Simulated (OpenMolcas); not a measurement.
W5+ among 4 point charges of -2 e arranged as a tetrahedron (Td), 2.06 Å from the ion.

```yaml
Program: OpenMolcas 26.06
Method: "SS-CASPT2, IPEA 0.25 Eh, imaginary shift 0.1 Eh (closed shells correlated: 4f 5s 5p)"
Basis: ANO-RCC-VDZP [7s6p4d2f1g]
Scalar_Hamiltonian: DKH2, point nucleus
Active_space: 1 electron in 5 orbitals (5d)
State_averaging: 2S+1 = 2 even, 5 roots
Spin-orbit_coupling: RASSI with atomic mean-field integrals over the reference wave functions
```

Q: What is the spin-free ground state (labels of Td)?

A: 2E, 2-fold in its orbital part, 100 % from free-ion D terms; it has the highest spin that d1 allows.

Q: Where is the first state of the same spin?

A: 2T2 at 4200 cm-1 above the ground state.

Q: What are the lowest two levels with spin-orbit coupling?

A: A 4-fold level Γ8, then a 4-fold level Γ8 9940 cm-1 above it. Their leading multiplicities are 2 (100 %) and 2 (100 %).

Q: What is χT at 300 K, and how does it compare with the textbook value?

A: The lowest level has 2S+1 = 2, for which the spin-only value is χT = S(S+1) / 2 = 0.375 cm3 K/mol (g = 2). The computed 0.253 at 300 K differs by -0.122, through orbital momentum, spin-orbit coupling and any other state in reach.

Q: Which ligand-field parameters describe the states?

A: The gap between the two states is 10Dq = -4205 cm-1 (negative for this site). 

Roots that are degenerate in the reference are averaged as groups; the widest CASPT2 spread within a group is 81 cm-1 (the 3-fold group of multiplicity 2 near 4200 cm-1 above the lowest state of its run). Shifts and gaps below about the spread of the groups concerned are not significant. Spin-orbit coupling mixes the spin-free states strongly: the lowest level takes only 61 % from its leading state, 2E. An orbital doublet at a regular site is open to a Jahn-Teller distortion, which this geometry leaves out. The ground term spreads over less than 5000 cm-1, several times less than with real ligands, so orbital moments are less quenched and χT lies further from the spin-only value than at real sites. Free-ion shares, where given, are those of the reference states; single-state CASPT2 does not remix them. Point charges carry no covalency, so the field is a model and not that of real ligands. No measured value stands beside these numbers.
